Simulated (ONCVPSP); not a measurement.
What one change does to a pseudopotential (K, ONCV)

```
Element                 : potassium (K)
Generator               : ONCVPSP 4.0.1
Type                    : optimised norm-conserving Vanderbilt (ONCV)
Functional              : BLYP
Relativity              : scalar-relativistic
Frozen core             : [Ne]
Valence charge          : 9
Reference configuration : 3s2 3p6 4s1
Partial waves           : 3s+4s: rc 2.50 bohr, ncon 4, nbas 8, qcut 5.7 1/bohr, 3 projectors, debl 1.4 Ha; 3p: rc 2.05 bohr, ncon 3, nbas 7, qcut 7.4 1/bohr, 2 projectors, debl 3.3 Ha; d scattering state at 0.08 Ha: rc 2.55 bohr, ncon 4, nbas 8, qcut 3.9 1/bohr, 2 projectors, debl 2.9 Ha
Local potential         : polynomial inside 1.45 bohr (lpopt 5, dvloc0 6 Ha)
Core correction         : none
```

All-electron outer shells of the reference configuration (BLYP, scalar-relativistic, ld1.x):

```tsv
shell	level (eV)	outermost node (bohr)	outermost maximum (bohr)
2p	-280.17	–	0.26
3s	-35.06	0.48	1.07
3p	-18.57	0.45	1.15
4s	-2.24	1.59	3.98
```

Change: s: qcut 4.4; p: qcut 5.7; d: qcut 3.

Cutoffs: the cutoffs (Ha) at which the residual kinetic energy of the hardest occupied pseudo-wave falls to 1 and 0.1 mHa per electron; they do not see the model core or the augmentation charge, which bear on the density cutoff. Errors are all-electron minus pseudo energies relative to the spin-unpolarised reference configuration.

How do hardness, ghosts and transferability respond?

The potential gets softer (13 Ha and 16 Ha → 11 Ha and 13 Ha); of the 4 tests that both files solve, the error grows in 1 and shrinks in 0 by more than 15 % and 0.3 meV (median size 0.2 → 0.1 meV); neither file shows a bound ghost.

```csv
quantity,base,changed
"cutoff, loose",13 Ha,11 Ha
"cutoff, tight",16 Ha,13 Ha
loose cutoff by channel,"s 4.7 Ha, p 13 Ha","s 5.0 Ha, p 11 Ha"
bound ghosts,none,none
GHOST(+) flags under 300 eV,none,none
"error for 3s2 3p6 4s0, meV [ΔE 4.36 eV]",-0.1,-0.1
"error for 3s2 3p6 4s0.5, meV [ΔE 1.64 eV]",0.0,0.0
"error for 3s2 3p6 4s0 4p1, meV [ΔE 1.65 eV]",+0.2,0.0
"error for 3s2 3p5 4s1, meV [ΔE 24.71 eV]",+15,+26
s: phases at 2.53 bohr within 0.05 rad from the reference energy up to (Ha; the scan ends near 5),4.2,4.0
p: phases at 2.08 bohr within 0.05 rad from the reference energy up to (Ha; the scan ends near 5),to the end of the scan,to the end of the scan
d: phases at 2.59 bohr within 0.05 rad from the reference energy up to (Ha; the scan ends near 5),0.8,0.9
```

Base: The cutoffs count occupied waves only; projector 2 of the d channel, the hardest unoccupied one, needs 47 Ha at the loose tolerance. Changed file: The cutoffs count occupied waves only; projector 2 of the d channel, the hardest unoccupied one, needs 45 Ha at the loose tolerance.
